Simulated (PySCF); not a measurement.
# SMILES Fc1cc(C)nnc1F, C5H4F2N2

Geometry:
```json
{"atom": "C1", "x (Å)": "-2.094", "y (Å)": "0.316", "z (Å)": "0.150"}
{"atom": "C2", "x (Å)": "-0.663", "y (Å)": "-0.093", "z (Å)": "0.092"}
{"atom": "C3", "x (Å)": "0.348", "y (Å)": "0.829", "z (Å)": "-0.231"}
{"atom": "C4", "x (Å)": "1.638", "y (Å)": "0.358", "z (Å)": "-0.260"}
{"atom": "F5", "x (Å)": "2.665", "y (Å)": "1.158", "z (Å)": "-0.557"}
{"atom": "C6", "x (Å)": "1.828", "y (Å)": "-1.003", "z (Å)": "0.035"}
{"atom": "F7", "x (Å)": "3.047", "y (Å)": "-1.533", "z (Å)": "0.027"}
{"atom": "N8", "x (Å)": "0.833", "y (Å)": "-1.800", "z (Å)": "0.328"}
{"atom": "N9", "x (Å)": "-0.386", "y (Å)": "-1.357", "z (Å)": "0.356"}
{"atom": "H10", "x (Å)": "-2.414", "y (Å)": "0.702", "z (Å)": "-0.816"}
{"atom": "H11", "x (Å)": "-2.232", "y (Å)": "1.103", "z (Å)": "0.889"}
{"atom": "H12", "x (Å)": "-2.703", "y (Å)": "-0.542", "z (Å)": "0.417"}
{"atom": "H13", "x (Å)": "0.128", "y (Å)": "1.863", "z (Å)": "-0.448"}
```

Computed, not measured: GIAO wB97X/ANO-RCC-VDZP magnetisability, non-relativistic, IEF-PCM acetonitrile in PySCF. Geometry: GFN2-xTB.

Problem. How diamagnetic is it, and how anisotropic?

Solution. Isotropic -1073 × 10⁻³⁰ J/T², or -64.6 × 10⁻⁶ cm³/mol; principal values -1654, -831, -733 × 10⁻³⁰ J/T², anisotropy 876 × 10⁻³⁰ J/T² (root of half the summed squared differences of the principal values). The susceptibility is in cgs units.

Problem. Split it along the inertial axes a, b, c into diamagnetic and paramagnetic parts about the centre of mass, with the quadrupole moment.

Solution. 
```
axis  χ (10⁻⁶ cm³/mol)  diamagnetic (10⁻⁶ cm³/mol)  paramagnetic (10⁻⁶ cm³/mol)  summed x² of all electrons (Å²)  quadrupole Θ (D Å)
   a             -48.1                      -446.7                        398.6                            208.1               +3.62
   b             -46.1                      -932.5                        886.4                             93.6               -6.61
   c             -99.6                     -1279.8                       1180.2                             11.7               +2.99
```
Anisotropies 2χaa − χbb − χcc = +49.5 and 2χbb − χaa − χcc = +55.5 × 10⁻⁶ cm³/mol. Θ is traceless in Buckingham's convention.
